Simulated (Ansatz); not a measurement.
`C[CH2][AlH][OH]` + `CC(=O)O[SiH3]` → `C[CH2][Al]([CH3])[OH]` + `O=CO[SiH3]`  (redistribution)

Calculated with Ansatz (gas phase, PBE0-D4/def2-TZVP geometries, no zero-point term in ΔE). CCSD(T)/CBS is the MP2 limit (def2-TZVPP, def2-QZVPP) plus CCSD(T) − MP2 in def2-TZVPP, frozen cores. Functionals use def2-TZVPP. B3LYP here is the variant with VWN-RPA as its local correlation; programs differ in this. Each species was taken in one conformer, which may not be the lowest.

`C[CH2][AlH][OH]`:

Cartesian coordinates in Å:
```
C 0.101 0.575 1.271
C 0.254 0.841 -0.226
Al -0.123 -0.665 -1.418
O -0.585 -2.181 -0.799
H 0.768 -0.223 1.610
H 0.328 1.458 1.875
H -0.917 0.268 1.525
H 1.271 1.193 -0.447
H -0.390 1.677 -0.531
H -0.031 -0.586 -2.995
H -0.677 -2.357 0.136
```

`CC(=O)O[SiH3]`:

Cartesian coordinates in Å:
```
C -1.450 1.310 -0.196
C -0.465 0.210 -0.424
O -0.378 -0.455 -1.424
O 0.352 0.014 0.621
Si 1.503 -1.217 0.448
H -2.048 1.088 0.690
H -2.091 1.422 -1.066
H -0.916 2.242 0.003
H 2.220 -1.171 1.743
H 0.844 -2.529 0.270
H 2.430 -0.914 -0.665
```

`C[CH2][Al]([CH3])[OH]`:

```xyz
14

C    -0.880   -1.445   -0.973
C    -0.570    0.036   -1.199
Al    0.398    0.924    0.260
C     0.916    0.039    1.914
O     0.830    2.567    0.119
H     0.032   -2.032   -0.836
H    -1.489   -1.599   -0.078
H    -1.424   -1.888   -1.813
H    -1.500    0.591   -1.379
H     0.008    0.163   -2.123
H     0.040   -0.330    2.458
H     1.465    0.710    2.579
H     1.547   -0.834    1.720
H     0.626    3.099   -0.648
```

`O=CO[SiH3]`:

Z-matrix (Å, degrees):
```
Si
O 1 1.698
H 1 1.479 2 102.8
H 1 1.479 2 110.2 3 -118.2
H 1 1.479 2 110.2 3 118.2
C 2 1.330 1 117.6 3 180.0
O 6 1.198 2 124.3 1 0.0
H 6 1.099 2 111.4 1 -180.0
```

```json
{"level": "PBE-D4", "ΔE (kJ/mol)": "-14.9"}
{"level": "r2SCANh-D4", "ΔE (kJ/mol)": "-12.7"}
{"level": "ωB97M-V", "ΔE (kJ/mol)": "-12.6"}
{"level": "PBE", "ΔE (kJ/mol)": "-15.5"}
{"level": "r2SCAN", "ΔE (kJ/mol)": "-13.4"}
{"level": "B3LYP", "ΔE (kJ/mol)": "-14.2"}
{"level": "r2SCANh", "ΔE (kJ/mol)": "-12.7"}
{"level": "CAM-B3LYP", "ΔE (kJ/mol)": "-10.2"}
```

What does CCSD(T)/CBS give? (Estimate.)

The calculation gave: -14.0 kJ/mol. The listed levels differ from it by -0.9, 1.3, 1.4, -1.5, 0.6, -0.2, 1.3, 3.8 kJ/mol.

Largest T1 diagnostic among the species: 0.016.

From PBE to PBE0 (25 % exact exchange), in def2-TZVPP and without D4, ΔE moves by +3.2 kJ/mol. Leaving LDA and LC-ωPBE aside and taking each functional with its dispersion term where it has one, the values, not all of them listed here, spread over 12.9 kJ/mol, from BLYP-D4 to B97M-V. LDA lies +8.5 kJ/mol from PBE without D4.
